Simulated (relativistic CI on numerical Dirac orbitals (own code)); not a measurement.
**How well does a small relativistic CI reproduce Zr2+?**

Computed by Dirac-Coulomb-Breit CI, orbitals from a KLI potential per configuration, QED by a radiative potential, valence Slater integrals scaled by 0.85, P86 correlation estimate, and configurations built on the next ion tied to the tabulated ionisation energy (semi-empirical) (own radial code, finite nucleus).

Configurations in the expansion (outside the closed core [Kr]): 4d2, 4d 5s, 4d 5p, 4d 5d, 4d 6s, 4d 4f, 4d 5f, 5s2, 5s 5p, 4d 6p, 4f2, 5p2, 4d 6d, 4d 5g, 5s 6s, 4d 6f, 4d 6g, 4f 5s, 5p 6s, 4f 5p. Levels of other configurations are missing.

```
Configuration  Term (tabulated)  J  Measured (cm⁻¹)  Computed  Error  Purity (%)
          4d2              a 3F  2              0.0         0      0          99
          4d2              a 3F  3            681.0       570   -111         100
          4d2              a 3F  4           1486.4      1262   -225         100
          4d2              a 1D  2           5741.6      6329    587          91
          4d2              a 3P  0           8062.1      8510    448         100
          4d2              a 3P  1           8325.6      8722    397         100
          4d2              a 3P  2           8838.2      9150    311          97
          4d2              a 1G  4          11048.7     11578    530         100
        4d 5s              a 3D  1          18398.9     22118   3719         100
        4d 5s              a 3D  2          18802.8     22479   3676          99
          4d2                1S  0          23979.0     24997   1018          94
        4d 5s              b 1D  2          25066.2     28834   3768          93
          5s2                1S  0          48507.0     51879   3372          91
        4d 5p             z 3F°  2          55555.6     58086   2530          68
        4d 5p             z 3D°  1          55614.4     58220   2606          96
        4d 5p             z 3F°  3          56075.3     58562   2487          91
        4d 5p             z 3D°  2          56435.7     58932   2496          94
        4d 5p             z 3D°  3          57346.8     59753   2406          90
        4d 5p             z 3F°  4          57681.4     59986   2305         100
        4d 5p             z 3P°  1          59696.8     62085   2388          84
        4d 5p             z 3P°  0          59944.8     62270   2325          97
        4d 5p             z 3P°  2          60356.0     62661   2305          95
        4d 5p             z 1P°  1          62115.7     64482   2367          79
        4d 5p             z 1F°  3          62589.1     65431   2842          98
        5s 5p             y 3P°  0          79436.7     80963   1526          97
        5s 5p             y 3P°  1          80103.0     81593   1490          97
        5s 5p             y 3P°  2          81553.6     82923   1369          98
```

Measured levels from Moore, Atomic Energy Levels, vol. II, NSRDS-NBS 35 (1971 reprint of NBS Circular 467, 1952); NIST levels as listed in Rynkun, Gaigalas and Jonsson, Astron. Astrophys. 637, A10 (2020); pairs were made by configuration, J and term (by order where the table uses no LS term), so strongly mixed levels may be paired wrongly. The analysis dates from before 1960.

Mean error by configuration (cm⁻¹): 4d2 369; 4d 5s 3721; 5s2 3372; 4d 5p 2460; 5s 5p 1462. Over the excited levels the mean absolute error is 1908 cm⁻¹ (26 of the 26 excited levels that our extract of the source holds in range could be paired), and the median relative error of those above 1,000 cm⁻¹ is 4.4 %.
